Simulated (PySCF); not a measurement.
chlorotrifluoromethane (CClF3), SMILES FC(F)(F)Cl.

Geometry: r2SCAN-D4/def2-SVP.

All values below come from M06-2X/def2-TZVP (PySCF).

Symmetry labels are those of the subgroup Cs that the program uses (full group C3v).

**Question.** List the valence orbital energies around the gap with their symmetry. (The exact figures need the calculation; the answer reports its results.)

**Answer.** 
| orbital | symmetry | energy (eV) |
|---|---|---|
| HOMO−7 | A' | -16.51 |
| HOMO−6 | A" | -16.51 |
| HOMO−5 | A" | -15.47 |
| HOMO−4 | A' | -15.47 |
| HOMO−3 | A" | -14.86 |
| HOMO−2 | A' | -13.62 |
| HOMO−1 | A' | -11.54 |
| HOMO | A" | -11.54 |
| LUMO | A' | 1.03 |
| LUMO+1 | A' | 3.65 |
| LUMO+2 | A" | 4.27 |
| LUMO+3 | A' | 4.27 |
